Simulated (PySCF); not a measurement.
**Ti(2+): excitation energy**

Ti(2+) [Ar] 3d2 (3F) → Ti(2+) [Ar] 3d1 4p1 (high-spin determinant), as a difference of total energies. Computed with PySCF 2.14 in dyall-av2z (16s12p7d2f, 101 functions), with the non-relativistic Hamiltonian (point nucleus). Correlated levels: valence: [Ar] frozen; virtual orbitals above 40 to 60 times the deepest correlated orbital energy dropped. The calculations carry no spin-orbit coupling.

```tsv
method	excitation energy (eV)
UHF	9.441
MP2 (valence)	9.504
SCS-MP2 (valence)	9.462
CCSD (valence)	9.514
```

Task: How much does correlation contribute at MP2 (valence)?

Result: 9.504 − (9.441) = 0.063 eV, measured against UHF.

A first-order spin-orbit estimate (lowest level to lowest level, LS coupling) adds -0.015 eV.

With two correlated electrons CCSD is exact in that space.

The determinant of the upper state mixes LS terms, which raises its energy above the lowest term, most at the Hartree-Fock and MP2 levels.
